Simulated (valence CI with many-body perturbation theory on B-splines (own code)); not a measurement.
The numbers below are computed, except where a source is named.
**Hyperfine factors and g values of Ce XLV**

Method: valence CI with perturbative core correlation (CI+MBPT): four valence electrons over a frozen Dirac-Fock core [Ne], radial functions for each j: 11 s, 11 p, 9 d, 7 f, 5 g, 2 h, 1 i, with the one-electron correlation potential Σ1 (screened to all orders), the two-electron term Σ2, the three-electron term Σ3, Breit, model QED; selected single and double excitations, second order for the rest (own B-spline code, finite nucleus).

The last digits are not significant, and no measured levels were compared; by estimate large intervals hold to a few tenths of a per cent, small ones and those within an open d or f shell to about a per cent.

A/g_I is the dipole constant over the nuclear g factor μ/I (μ in nuclear magnetons, uniformly magnetised nucleus), B/Q the quadrupole constant per barn. Both hold the static response of the core; the bare values leave it out. Large factors of s and p1/2 electrons are usually good to 5 to 10 %; those of open d and f shells near neutrality can be off by tens of per cent, and small factors of p3/2, d and f electrons come from cancelling terms and can be off by a factor of two or in sign, in half-filled shells by more. B is blank for J = 1/2, where it vanishes, and for nearly pure S terms. Energies count from the lowest level. Levels with J = 0 are left out.

Levels are named by their leading jj configuration (3d3/2^4 stands for four electrons in 3d with j = 3/2), which in mixed levels can hold well under half, so a name can repeat and another be missing. Letters in brackets count levels of one name in rising energy.

```tsv
Level	E (× 10³ cm⁻¹)	g	A/g_I (MHz)	A/g_I bare	B/Q (MHz/b)	B/Q bare
(3s^2 3p1/2 3p3/2) J=1	849.86	1.494	-40500	-37300	87700	86200
(3s^2 3p1/2 3p3/2) J=2	906.44	1.182	223000	219000	148000	146000
(3s 3p1/2^2 3p3/2) J=2	1771.1	1.588	528000	518000	148000	145000
(3s^2 3p3/2^2) J=2	1797.3	1.303	94800	94400	27400	26900
(3s 3p1/2^2 3p3/2) J=1	1945.1	0.995	-320000	-309000	112000	110000
(3s^2 3p1/2 3d3/2) J=2	2151.5	0.763	188000	186000	31000	32100
(3s^2 3p1/2 3d3/2) J=1	2392.0	0.886	-137000	-131000	21100	21500
(3s^2 3p1/2 3d5/2) J=2	2420.6	1.388	66300	67000	8360	9330
(3s^2 3p1/2 3d5/2) J=3	2448.6	1.143	153000	151000	2740	4480
(3s 3p1/2 3p3/2^2) J=2 [a]	2645.9	1.390	230000	227000	83900	82800
(3s 3p1/2 3p3/2^2) J=3	2713.0	1.284	427000	419000	34500	34100
(3s 3p1/2 3p3/2^2) J=1 [a]	2849.5	1.260	478000	468000	-136000	-134000
(3s 3p1/2 3p3/2^2) J=2 [b]	2871.3	1.100	72800	73300	-17600	-17200
(3s 3p1/2 3p3/2^2) J=1 [b]	2932.3	1.375	208000	206000	73900	72800
(3s 3p1/2^2 3d3/2) J=1	3092.9	0.386	-404000	-392000	12900	13500
(3s 3p1/2^2 3d3/2) J=2	3130.2	1.170	458000	449000	26700	27500
(3s^2 3p3/2 3d3/2) J=3	3229.4	1.127	84900	85200	155000	154000
(3s^2 3p3/2 3d3/2) J=2	3231.1	1.059	31200	32700	-21000	-20500
(3s^2 3p3/2 3d3/2) J=1	3237.0	1.139	102000	102000	-79500	-78800
(3s^2 3p3/2 3d5/2) J=4	3285.5	1.243	46700	47600	215000	213000
(3s^2 3p3/2 3d5/2) J=2	3306.0	1.286	92200	92100	-120000	-117000
(3s 3p1/2^2 3d5/2) J=3	3371.1	1.370	321000	315000	26200	27700
(3s 3p1/2^2 3d5/2) J=2	3448.4	1.042	-222000	-214000	-6970	-5230
(3s^2 3p3/2 3d5/2) J=3	3500.6	1.165	56600	57000	30900	31900
(3s^2 3p3/2 3d5/2) J=1	3542.6	1.106	-27500	-24700	23400	23600
(3s 3p3/2^3) J=2	3754.0	1.368	498000	488000	-165000	-163000
(3s 3p1/2 3p3/2 3d3/2) J=2 [a]	3780.2	1.159	109000	109000	28700	28500
(3s 3p1/2 3p3/2 3d3/2) J=1 [a]	3850.2	1.194	238000	235000	-83200	-82500
(3s 3p1/2 3p3/2 3d3/2) J=3 [a]	3877.2	1.167	301000	296000	16200	16400
(3s 3p1/2 3p3/2 3d3/2) J=2 [b]	3882.1	1.181	181000	179000	-38700	-38300
(3s 3p3/2^3) J=1	3927.0	1.188	-344000	-331000	-51400	-50500
(3s 3p1/2 3p3/2 3d3/2) J=4	3963.5	1.212	348000	342000	95400	94900
(3s 3p1/2 3p3/2 3d5/2) J=4 [a]	4038.6	1.395	209000	206000	212000	210000
(3s 3p1/2 3p3/2 3d3/2) J=2 [c]	4051.5	0.896	156000	153000	-52700	-51500
```
